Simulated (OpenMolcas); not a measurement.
**Fe3+, Ru3+, Os3+: d5 down the group**

```
Program             : OpenMolcas 26.06
Method              : CASSCF
Basis               : ANO-R2
Scalar Hamiltonian  : X2C, finite nucleus
Spin-orbit coupling : RASSI with atomic mean-field integrals over the reference wave functions, term energies averaged over their components
```

Active space for each ion: 5 electrons in 10 orbitals (d d).

Computed levels in cm-1 above 6S 5/2:

```csv
Level,Fe3+,Ru3+,Os3+
4G 7/2,36293,27165,24695
4G 9/2,36324,27312,26227
4G 11/2,36333,27280,25544
4P 1/2,41621,31378,28748
4D 7/2,45118,33461,31745
4D 1/2,45158,34041,35160
2I 11/2,51677,38759,35961
2I 13/2,51758,39250,38916
4F 5/2,60206,45234,44891
weight of 6S in the lowest level (%),100,99,92
```

Mixed levels, with the weight of the term that names them: Fe3+ 4F 5/2 (62 %), Os3+ 4P 1/2 (68 %), Os3+ 4D 1/2 (71 %), Os3+ 4F 5/2 (51 %).

Measured, with the error of the calculation in %. Measured levels: Fe3+ from Corliss and Sugar, J. Phys. Chem. Ref. Data 11, 135 (1982).

```
  Level           Fe3+
4G 11/2  32246 (+12.7)
 4P 1/2  35407 (+17.6)
 4D 7/2  38779 (+16.3)
 4D 1/2  38897 (+16.1)
```

Without spin-orbit coupling 4G lies 36311, 27232, 25378 cm-1 above 6S in that order; the difference to the level 4G 7/2, of either sign, comes from spin-orbit coupling, which also lowers the zero.

Without dynamic correlation excited terms often stand tens of per cent too high (terms of higher spin than the ground term too low), and those without a measured partner can miss by more than the paired ones. Active for correlation alone: 4d; no level in the range computed is led by a configuration that fills it, so any true level of that kind is missing (holds for Fe3+). Active for correlation alone: 5d; no level in the range computed is led by a configuration that fills it, so any true level of that kind is missing (holds for Ru3+). Active for correlation alone: 6d; no level in the range computed is led by a configuration that fills it, so any true level of that kind is missing (holds for Os3+). Computed and measured levels are paired by configuration, term and J; levels that our copy of the source lacks, or whose pairing is in doubt (as where it misses far off the trend of its configuration), stay unpaired and out of the deviations. Levels of configurations outside the active space are missing.
